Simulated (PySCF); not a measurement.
Sn(Cl)(Br)(OH)2 (BrClH₂O₂Sn), SMILES [OH][Sn]([OH])([Cl])[Br].

Coordinates come from a PBE-D3(BJ)/def2-SVP optimisation. The structure was generated by enumeration; whether it is a known compound was not checked. The def2 effective core potentials stand for the cores of Sn; spin–orbit coupling is left out. One conformer was computed; it need not be the lowest.

All values below come from PBE-D3(BJ)/def2-SVP (PySCF 2.14.0).

Frequencies are harmonic and unscaled.

Computed vibrational spectrum:
| mode | ν (cm⁻¹) | IR (km/mol) | moving atoms (share of kinetic energy) |
|---|---|---|---|
| 1 | 59 | 29.7 | H 49 %, Cl 23 %, O 16 %, Br 9 % |
| 2 | 86 | 8.7 | H 49 %, O 23 %, Cl 18 % |
| 3 | 102 | 16.3 | O 31 %, H 23 %, Cl 18 %, Br 15 %, Sn 13 % |
| 4 | 121 | 25.3 | O 42 %, Sn 26 %, Cl 13 %, H 10 %, Br 9 % |
| 5 | 147 | 5.2 | O 59 %, H 16 %, Sn 12 %, Cl 11 % |
| 6 | 156 | 31.4 | O 66 %, H 11 %, Br 11 % |
| 7 | 204 | 82.6 | H 53 %, O 41 % |
| 8 | 258 | 41.3 | Br 55 %, Sn 37 % |
| 9 | 363 | 56.6 | Cl 74 %, Sn 24 % |
| 10 | 594 | 49.6 | O 88 %, Sn 10 % |
| 11 | 616 | 59.7 | O 84 %, Sn 15 % |
| 12 | 864 | 75.9 | H 93 % |
| 13 | 888 | 70.5 | H 93 % |
| 14 | 3683 | 87.5 | H 94 % |
| 15 | 3690 | 72.2 | H 94 % |
